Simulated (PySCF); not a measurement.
A species of formula C8H10FP has this rotational fingerprint, computed with PySCF 2.14.0, PBE0-D3(BJ)/def2-SVP geometry optimisation, gas phase:

```
Rotational constants : A = 2835, B = 583.9, C = 555.2 MHz
Dipole components    : |μa| = 0.95 D, |μb| = 1.05 D, |μc| = 0.03 D
Inertial defect      : -133.54 u·Å²
κ                    : -0.97
```

Question: Which structure is it? (One computed conformer of each.)
A. `[CH3:1][CH2:2][PH:3][c:4]1[cH:5][cH:6][c:7]([F:8])[cH:9][cH:10]1` with C1–C2–P3–C4 -172°, C2–P3–C4–C5 78°
B. `[CH3:1][P:2]([CH3:3])[c:4]1[cH:5][cH:6][c:7]([F:8])[cH:9][cH:10]1` with C1–P2–C4–C5 -130°
C. `[CH3:1][CH:2]([CH3:3])[c:4]1[cH:5][cH:6][cH:7][c:8]([F:9])[p:10]1` with C1–C2–C4–C5 -114°

Answer: B. It is CP(C)c1ccc(F)cc1, a near-prolate asymmetric top. The candidates at the same level (rigid rotor, commonest isotopes):

```
          SMILES  A (MHz)  B (MHz)  C (MHz)  μa (D)  μb (D)  μc (D)  Δ (u·Å²)  point group                        rotor
CP(C)c1ccc(F)cc1     2835    583.9    555.2    0.95    1.05    0.03   -133.54            –  near-prolate asymmetric top
CC(C)c1cccc(F)p1     2072    786.1    649.4    1.21    2.30    0.03   -108.62      near Cs               asymmetric top
  CCPc1ccc(F)cc1     3279    499.4    479.3    0.86    0.81    0.64   -111.68           C1  near-prolate asymmetric top
```

`CC(C)c1cccc(F)p1` has B 35 % too high; `CCPc1ccc(F)cc1` has A 16 % too high. No structure here is proved a minimum.
